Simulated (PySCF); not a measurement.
# Radial density of Sc³⁺ (scandium, charge +3)

wB97X, [Ar], closed-shell 1S. Computed with PySCF 2.14 in aug-cc-pVTZ (8s7p5d3f2g, 93 functions), with no relativity, point nucleus.

```csv
r (bohr),4πr²ρ (e/bohr)
0.00131,0.1258
0.00220,0.3427
0.00370,0.9105
0.00622,2.317
0.0105,5.487
0.0176,11.52
0.0296,19.81
0.0498,24.75
0.0838,20.69
0.141,19.37
0.237,26.34
0.399,14.83
0.671,6.962
1.13,7.685
1.90,1.311
3.19,0.01778
```
